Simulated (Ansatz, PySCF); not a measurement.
Molecule: C$_{3}$H$_{5}$O$_{2}$, net charge -1, singlet state. It need not be the lowest isomer of its formula. Whether it binds its extra electron was not tested at this geometry. 
Coordinates optimised at B3LYP-D3(BJ)/def2-TZVP (Ansatz, an electronic-structure program):
```
O
C 1 1.4017
H 2 1.0954 1 106.50
H 2 1.0967 3 109.21 1 121.79
H 2 1.0971 3 109.14 4 116.44
C 1 1.4515 2 114.29 3 179.46
O 6 1.2463 1 116.47 2 -0.36
C 6 1.3761 7 131.72 1 179.99
H 8 1.0805 6 121.12 7 179.98
H 8 1.0807 9 119.74 6 -179.96
```
Charge -1, spin multiplicity 1.

Total electronic energies in hartree. Valence correlation only, unless marked. No spin-orbit coupling. Non-relativistic. Basis-set limits of correlation are two-point, X^-3; Hartree-Fock from the larger set. [CCSD(T)-MP2]/basis is that difference in the basis named.

```tsv
level	program	energy (Eh)
HF-D4/def2-TZVPD	PySCF + dftd4	-266.35031
PBE0-D4/def2-TZVPD	Ansatz + dftd4	-267.59246
M06-2X/def2-TZVPD	PySCF	-267.77894
HSE06/def2-TZVPD	Ansatz	-267.57311
LC-wPBE-D4/def2-TZVPD	Ansatz + dftd4	-267.73010
RPA@PBE/cc-pVTZ	Ansatz	-267.79903
RI-MP2/aug-cc-pVQZ	Ansatz	-267.40193
SCS-MP2/cc-pwCVTZ	Ansatz	-267.29549
RI-MP2/CBS(aug-cc-pVTZ,aug-cc-pVQZ)+[CCSD(T)-MP2]/aug-cc-pVTZ	Ansatz	-267.5094
```

Totals of different functionals don't rank their quality; only differences between species are comparable.
